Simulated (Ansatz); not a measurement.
`N[SiH]([SiH3])CCl`, relaxed with RKS PBE-D4/def2-SVP in Ansatz 0.2.0 from a rough embedded geometry. The force threshold is 0.03 eV/Å; the program also tests the step.

Total charge 0; spin multiplicity 1.

Start:

```xyz
13

N    -0.118    1.610   -1.022
Si   -0.344    0.391    0.080
Si    1.669   -0.422    0.858
C    -1.230   -1.040   -0.592
Cl   -1.877   -2.090    0.696
H     0.423    2.414   -0.673
H    -1.020    2.068   -1.268
H    -1.035    1.067    1.176
H     1.490   -1.326    2.042
H     2.423   -1.118   -0.188
H     2.521    0.730    1.364
H    -0.688   -1.629   -1.277
H    -2.214   -0.655   -1.197
```

```json
{"step": "1", "energy (eV)": "-30907.6271", "largest force (eV/Å)": "4.568", "largest move (Å)": "0.000"}
{"step": "2", "energy (eV)": "-30908.2491", "largest force (eV/Å)": "1.581", "largest move (Å)": "0.191"}
{"step": "3", "energy (eV)": "-30908.3721", "largest force (eV/Å)": "0.631", "largest move (Å)": "0.200"}
{"step": "4 (rejected)", "energy (eV)": "-30908.3347", "largest force (eV/Å)": "1.190", "largest move (Å)": "0.200"}
{"step": "5", "energy (eV)": "-30908.4092", "largest force (eV/Å)": "0.097", "largest move (Å)": "0.098"}
{"step": "6", "energy (eV)": "-30908.4171", "largest force (eV/Å)": "0.072", "largest move (Å)": "0.100"}
{"step": "7", "energy (eV)": "-30908.4196", "largest force (eV/Å)": "0.097", "largest move (Å)": "0.096"}
{"step": "8", "energy (eV)": "-30908.4220", "largest force (eV/Å)": "0.101", "largest move (Å)": "0.083"}
{"step": "9", "energy (eV)": "-30908.4234", "largest force (eV/Å)": "0.070", "largest move (Å)": "0.030"}
{"step": "10", "energy (eV)": "-30908.4246", "largest force (eV/Å)": "0.041", "largest move (Å)": "0.064"}
{"step": "11", "energy (eV)": "-30908.4249", "largest force (eV/Å)": "0.064", "largest move (Å)": "0.064"}
{"step": "12", "energy (eV)": "-30908.4253", "largest force (eV/Å)": "0.031", "largest move (Å)": "0.010"}
{"step": "13", "energy (eV)": "-30908.4254", "largest force (eV/Å)": "0.015", "largest move (Å)": "0.008"}
```

End:

```xyz
13

N    -0.122    1.698   -1.002
Si   -0.437    0.443    0.180
Si    1.626   -0.381    0.956
C    -1.341   -1.010   -0.664
Cl   -1.411   -2.363    0.541
H     0.742    2.238   -0.903
H    -0.884    2.320   -1.288
H    -1.311    0.863    1.343
H     1.491   -1.072    2.285
H     2.208   -1.345   -0.045
H     2.604    0.758    1.120
H    -0.785   -1.371   -1.552
H    -2.381   -0.777   -0.971
```

Run time 9.5 s (4 threads of an AMD EPYC 9R45 on a shared host); peak host memory 0.19 GiB.
